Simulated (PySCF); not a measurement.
Trend along the second period: MBe molecules

CCSD(T) with triple-zeta basis sets in PySCF, for the lowest determinant that a PBE0 search found; no spin–orbit coupling. De refers to high-spin ground-configuration atoms.

| M | basis | reference, frozen orbitals | state (unpaired electrons) | Re (Å) | ωe (cm⁻¹) | De (eV) |
| --- | --- | --- | --- | --- | --- | --- |
| Li | cc-pVTZ | ROHF, 0 | doublet (σ ↑) | 2.550 | 320 | 0.34 |
| Be | pcseg-2 | RHF, 0 | singlet (closed shell) | 2.549 | 154 | -0.05 |
| N | def2-TZVPP | UHF, 1 | quartet (σ ↑, π ↑↑) | 1.618 | 912 | 1.26 |
| O | x2c-TZVPPall | RHF, 1 | singlet (closed shell) | 1.346 | 1433 | 4.04 |
| F | x2c-TZVPPall | UHF, 1 | doublet (σ ↑) | 1.375 | 1228 | 5.45 |

The shortest bond is that of BeO (1.346 Å), the longest that of LiBe (2.550 Å). BeF is bound most strongly (5.45 eV) and Be2 least (-0.05 eV).

The rows differ in basis set, which adds steps of its own.

The state changes along the series, so neighbouring rows are not always alike in their bonding.

Correlated steps freeze the inner cores (0 to 1 orbitals); shallow outer-core shells are correlated. UHF and ROHF references stand side by side, which adds small steps between rows. Weak bonds: Be2, LiBe. Basis-set superposition, not corrected here, can be much of De in a small basis, most of all at correlated wavefunction levels. Where the molecule has an RHF reference, its open-shell atoms are computed with UHF. The CCSD T1 diagnostic is raised in BeO, LiBe, a sign that a single reference may not be enough there. A negative De means that the minimum lies above the separated atoms at that level. States were picked by a PBE0 search and need not be the measured ground states.
